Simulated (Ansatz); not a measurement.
C$_{3}$H$_{11}$GeNO$_{3}$, SMILES `C[O][Ge]([NH2])([O]C)[O]C`, relaxed with RKS PBE0-D4/def2-TZVP in Ansatz 0.2.0 from a PBE-D4/def2-SVP geometry. The force threshold is 0.005 eV/Å; the program also tests the step.

Total charge 0; spin multiplicity 1.

Start:

```xyz
19

C    -0.998    0.626   -2.026
O    -1.140   -0.214   -0.889
Ge    0.112   -0.128    0.391
N    -0.540   -1.239    1.689
O     1.739   -0.499   -0.257
C     1.941   -1.775   -0.840
O     0.365    1.531    0.984
C    -0.693    2.152    1.703
H    -0.987    1.707   -1.758
H    -0.065    0.413   -2.598
H    -1.863    0.445   -2.697
H    -1.163   -1.964    1.319
H     0.179   -1.670    2.278
H     3.030   -1.909   -1.012
H     1.422   -1.886   -1.821
H     1.596   -2.611   -0.184
H    -0.284    3.058    2.199
H    -1.124    1.488    2.486
H    -1.525    2.475    1.033
```

```csv
step,energy (eV),largest force (eV/Å),largest move (Å)
1,-67426.7936,0.625,0.000
2,-67426.8829,0.303,0.036
3,-67426.8961,0.060,0.021
4 (rejected),-67426.8951,0.107,0.049
5,-67426.8975,0.020,0.024
6,-67426.8979,0.010,0.025
7,-67426.8979,0.007,0.011
8,-67426.8980,0.004,0.015
9,-67426.8980,0.004,0.016
10,-67426.8980,0.007,0.016
11,-67426.8980,0.003,0.003
```

End:

```xyz
19

C    -0.970    0.630   -1.998
O    -1.101   -0.216   -0.875
Ge    0.118   -0.141    0.400
N    -0.543   -1.245    1.672
O     1.723   -0.518   -0.220
C     1.929   -1.763   -0.848
O     0.362    1.493    0.990
C    -0.696    2.135    1.672
H    -0.960    1.689   -1.714
H    -0.055    0.421   -2.564
H    -1.828    0.455   -2.650
H    -1.198   -1.933    1.330
H     0.128   -1.670    2.293
H     2.986   -1.832   -1.113
H     1.336   -1.865   -1.765
H     1.685   -2.606   -0.189
H    -0.294    3.044    2.125
H    -1.117    1.506    2.464
H    -1.505    2.418    0.989
```

Run time 34 s (4 threads of an AMD EPYC 7R13 on a shared host and a share of an NVIDIA H100 80 GB); peak host memory 1 GiB.
